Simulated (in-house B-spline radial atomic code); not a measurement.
A fraction x of an electron is removed from 5p in Pr2+, starting from [Xe] 4f3 and keeping the highest spin. All numbers are computed (scalar-relativistic (X2C) B3LYP, spin-polarised, spherical fractional occupations; Fermi nucleus of rms radius 4.8919 fm) with an all-electron radial atomic-structure program (B-spline basis), not measured.

Caution: exact exchange at fractional occupations of open shells leaves self-interaction of up to several eV.

```json
{"x": "0", "E(x) - E(0) (eV)": "0.0000", "5p down level (eV)": "-34.955"}
{"x": "0.04", "E(x) - E(0) (eV)": "1.4062", "5p down level (eV)": "-35.356"}
{"x": "0.24", "E(x) - E(0) (eV)": "8.6793", "5p down level (eV)": "-37.380"}
{"x": "0.36", "E(x) - E(0) (eV)": "13.2385", "5p down level (eV)": "-38.609"}
{"x": "0.5", "E(x) - E(0) (eV)": "18.7450", "5p down level (eV)": "-40.056"}
{"x": "0.71", "E(x) - E(0) (eV)": "?", "5p down level (eV)": "?"}
{"x": "0.86", "E(x) - E(0) (eV)": "?", "5p down level (eV)": "?"}
{"x": "1", "E(x) - E(0) (eV)": "40.0836", "5p down level (eV)": "-45.322"}
```

**Question.** What belongs in the row x = 0.71?

**Answer.** An energy change of 27.3867 eV; 5p down at -42.250 eV.

**Question.** What belongs in the row x = 0.86?

**Answer.** An energy change of 33.8428 eV; 5p down at -43.834 eV.

**Question.** Check Janak's theorem between x = 0.04 and 0.24.

**Answer.** The slope of the energy is 36.37 eV; the orbital levels give 36.37 eV (-ε of the emptying orbital, averaged over the two points).
